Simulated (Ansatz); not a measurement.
Relaxation of CH$_{4}$AlGa (7 atoms, charge 0, multiplicity 1), to a largest force component of 0.015 eV/Å in at most 40 steps.

These are results of Ansatz, RKS PBE-D4/def2-SVP, not measurements.

```xyz
7
Properties=species:S:1:pos:R:3
C -0.699 0.140 -0.668
Al -0.166 0.955 0.986
Ga -2.376 1.887 0.002
H -1.475 -0.610 -0.399
H -1.121 0.696 -1.519
H 0.732 1.275 2.268
H -3.808 2.228 -1.032
```

Question: Where does it end, and by what steps?

Answer: It converged. After 11 steps the energy has fallen by 1.426 eV; C1 moved furthest, 0.46 Å.

```tsv
step	energy less start (eV)	largest force component (eV/Å)	accepted
0	0.0000	1.346	yes
1	-0.7245	1.613	yes
2	-1.0578	1.872	yes
3	-1.2665	2.014	yes
4	-1.3648	0.530	yes
5	-1.4087	0.477	yes
6	-1.4041	0.315	no
7	-1.4210	0.130	yes
8	-1.4207	0.213	no
9	-1.4250	0.020	yes
10	-1.4259	0.018	yes
11	-1.4261	0.014	yes
```

```xyz
7
Properties=species:S:1:pos:R:3
C -1.085 0.236 -0.445
Al -0.194 1.322 0.862
Ga -2.309 1.975 -0.058
H -1.147 -0.870 -0.520
H -1.166 0.627 -1.496
H 0.610 1.063 2.221
H -3.621 2.220 -0.927
```

Whether the end is a true minimum wasn't checked by a vibrational analysis.

Time of the run: 25 s on 1 thread of Intel(R) Xeon(R) Processor @ 2.70GHz, with other jobs on the host, peak memory 0.13 GiB.
